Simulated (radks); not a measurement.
Species: Re2+. Configuration: [Xe] 4f14 5d4 6p1 (not the ground configuration). Calculated with a radial shooting solver on a logarithmic mesh with Libxc functionals: Dirac Kohn-Sham, BLYP, spin-unpolarised, spherical densities, finite nucleus; open shells are shared between the two j in proportion to 2j + 1; Fermi nuclear charge, rms radius 5.3698 fm.

X-ray form factor f0, the Fourier transform of the density (f0(0) = 73):

sin(theta)/lambda (1/angstrom)  f0 (electrons)
0.05                                    72.121
0.1                                     69.808
0.15                                    66.698
0.2                                     63.271
0.25                                    59.773
0.3                                     56.331
0.4                                     49.917
0.5                                     44.347
0.6                                     39.598
0.8                                     31.966
1                                       26.169
1.25                                    21.041
1.5                                     17.771
2                                       14.055
